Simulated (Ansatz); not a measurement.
One change: `C[SiH](O)[SiH](O)O` becomes `CO[SiH](O)[SiH](O)O`.

Ansatz, PBE0-D4/def2-TZVP geometries, multiplicity 1. Each molecule was computed in one conformer, which needn't be the lowest.

```json
{"property": "size of the dipole moment (PBE/def2-TZVPP) / D", "`C[SiH](O)[SiH](O)O`": "1.45"}
{"property": "HOMO–LUMO gap (B3LYP/def2-TZVPP) / eV", "`C[SiH](O)[SiH](O)O`": "6.94"}
{"property": "HOMO energy (PBE/def2-TZVPP) / eV", "`C[SiH](O)[SiH](O)O`": "-6.30"}
{"property": "size of the dipole moment (B3LYP/def2-TZVPP) / D", "`C[SiH](O)[SiH](O)O`": "1.53"}
{"property": "HOMO–LUMO gap (ωB97M-V/def2-TZVPP) / eV", "`C[SiH](O)[SiH](O)O`": "11.09"}
{"property": "LUMO energy (B3LYP/def2-TZVPP) / eV", "`C[SiH](O)[SiH](O)O`": "-0.41"}
```

Question: What does the change do to each property? (Best estimate.)

Answer: The calculation gave: 
| property | `CO[SiH](O)[SiH](O)O` | shift |
| --- | --- | --- |
| size of the dipole moment (PBE/def2-TZVPP) / D | 0.42 | -1.03 |
| HOMO–LUMO gap (B3LYP/def2-TZVPP) / eV | 6.66 | -0.28 |
| HOMO energy (PBE/def2-TZVPP) / eV | -5.87 | 0.43 |
| size of the dipole moment (B3LYP/def2-TZVPP) / D | 0.41 | -1.12 |
| HOMO–LUMO gap (ωB97M-V/def2-TZVPP) / eV | 10.83 | -0.26 |
| LUMO energy (B3LYP/def2-TZVPP) / eV | -0.34 | 0.07 |

With PBE0 the HOMO rises by 0.35 eV and the LUMO rises by 0.06 eV, so the gap narrows by about 0.29 eV. PBE moves the HOMO by 0.43 eV and ωB97M-V by 0.31 eV. Dipoles are sizes alone; their direction can turn.

B3LYP here is the variant with VWN-RPA as its local correlation; programs differ in this.
